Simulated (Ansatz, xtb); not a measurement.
System: C$_{5}$H$_{7}$ (charge -1, singlet). It need not be the lowest isomer of its formula. Whether it binds its extra electron was not tested at this geometry. 
Geometry from a B3LYP-D3(BJ)/def2-TZVP (Ansatz, a first-principles code) optimisation:
```
C
C 1 1.3654
H 2 1.0860 1 119.38
H 1 1.0953 2 115.60 3 1.19
C 1 1.4139 4 114.40 2 173.52
C 5 1.3330 1 127.75 4 92.55
H 6 1.0942 5 122.45 1 -179.29
H 6 1.1051 7 113.41 5 179.62
C 2 1.5014 3 117.96 1 -174.61
H 9 1.0979 2 111.92 3 23.59
H 9 1.0982 10 108.33 2 -121.00
H 9 1.1003 10 106.57 11 -113.44
```
Charge -1, spin multiplicity 1.

Harmonic wavenumbers from GFN2-xTB (xtb, at its own minimum), cm⁻¹: 96, 117, 213, 270, 345, 511, 604, 718, 817, 865, 941, 1000, 1052, 1058, 1082, 1238, 1359, 1398, 1486, 1507, 1526, 1586, 1777, 2555, 2770, 2830, 2832, 2848, 2934, 3012.

Q: Give the harmonic wavenumbers at B3LYP-D3(BJ)/def2-TZVP (Ansatz, finite differences of forces, unscaled).

A: 100, 111, 225, 247, 416, 559, 625, 777, 855, 892, 917, 979, 1043, 1085, 1091, 1221, 1369, 1398, 1458, 1470, 1497, 1561, 1671, 2866, 2935, 2963, 3000, 3007, 3016, 3116 cm⁻¹. Zero-point energy 60.7 kcal/mol.

Q: From these and the geometry, give the ideal-gas thermochemistry at 298.15 K and 1 atm (rigid rotor, harmonic oscillator).

A: Point group C1, rotational symmetry number 1. Rotational constants 11.17, 3.216, 2.696 GHz. S(trans) 38.53, S(rot) 25.61, S(vib) 13.34, S(elec, spin only) 0.00, S 77.5 cal/(mol K). H(298) - H(0) 4.58 kcal/mol; G - E(el) 42.2 kcal/mol.
